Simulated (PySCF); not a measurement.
Se(OH)(SH) (H2OSSe), SMILES [Se](S)O. Geometry: PBE-D3(BJ)/def2-TZVP. Other conformers were not sampled.

Calculation: PBE-D3(BJ)/def2-TZVP in PySCF.

Harmonic wavenumbers (cm⁻¹): 203, 383, 392, 404, 604, 798, 1058, 2549, 3663. Rotational constants (GHz): 12.33, 3.562, 2.844; symmetry number 1.

Problem. Work out the zero-point energy and the ideal-gas rigid-rotor harmonic-oscillator thermochemistry at 298.15 K and 1 atm.

Solution. ZPE = ½ Σ hcν = ½ × 10054 cm⁻¹ = 14.37 kcal/mol. H − E(el) = 17.85 kcal/mol. Entropy in cal/(mol K): translation 40.48, rotation 25.36, vibration 5.80, total 71.64. G − E(el) = -3.50 kcal/mol. Cp = 16.24 cal/(mol K).
